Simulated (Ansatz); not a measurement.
Basis-set extrapolation for `CCC1CCCC1` (PBE0-D4/def2-TZVP geometry, frozen core, Ansatz 0.2.0). Multiplicity 1, RHF reference.

|  | def2-TZVPP | def2-QZVPP |
| --- | --- | --- |
| HF | -273.331512 | -273.344073 |
| MP2 correlation | -1.217133 | -1.291773 |
| CCSD(T) correlation | -1.340152 | not run |

Energies in hartree. Use E(X) = E(∞) + A·exp(−7.88·√X) for Hartree–Fock and E(X) = E(∞) + B·X^(−2.97) for correlation, with X = 3 and 4, and add CCSD(T) minus MP2 of the smaller set to the MP2 limit.

Task: What is the CCSD(T) energy at the basis-set limit?

Result: HF limit: -273.344073 + (-0.012561) × 0.13774 = -273.34580. MP2 limit: -1.291773 + (-0.074640) × 0.74074 = -1.34706. Higher-order term: -1.340152 − (-1.217133) = -0.12302. Total: -274.81588 hartree, 90.5 kcal/mol below CCSD(T)/def2-TZVPP.
